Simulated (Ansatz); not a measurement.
`[SiH3]C[SiH]1[AlH][SiH2]1` + H₂ → `C[SiH]1[AlH][SiH2]1` + SiH₄  (hydrogenolysis of a C–Si bond)

Computed with Ansatz on PBE0-D4/def2-TZVP structures; ΔE is electronic, products minus reactants. CCSD(T)/CBS is the MP2 limit (def2-TZVPP, def2-QZVPP) plus CCSD(T) − MP2 in def2-TZVPP, frozen cores. This one scheme is used for every species. DFT in def2-TZVPP. B3LYP here is the variant with VWN-RPA as its local correlation; programs differ in this. One conformer a species, not always the lowest.

| level | ΔE (eV) |
| --- | --- |
| PBE-D4 | -0.13 |
| r2SCAN-D4 | -0.15 |
| ωB97X-V | -0.20 |
| ωB97M-V | -0.17 |
| B3LYP | -0.34 |
| MP2/def2-TZVPP | -0.10 |
| SCS-MP2/def2-TZVPP | -0.18 |
| SCS-MP2/def2-QZVPP | -0.16 |

(1) What does CCSD(T)/CBS give? (Best estimate.)

Largest T1 diagnostic among the species: 0.014.

Results:

(1) Computed: -0.14 eV. The listed levels differ from it by 0.01, -0.01, -0.06, -0.03, -0.20, 0.04, -0.04, -0.02 eV.

The D4 term adds +0.15 eV with B3LYP and +0.08 eV with PBE0; it sums over pairs of atoms, weighted by their polarisabilities, and B3LYP, whose exchange is more repulsive, gets the larger term. In def2-TZVPP, CCSD(T) changes the Hartree–Fock value by +0.28 eV (the triples alone add +0.06 eV) and MP2 by +0.36 eV.
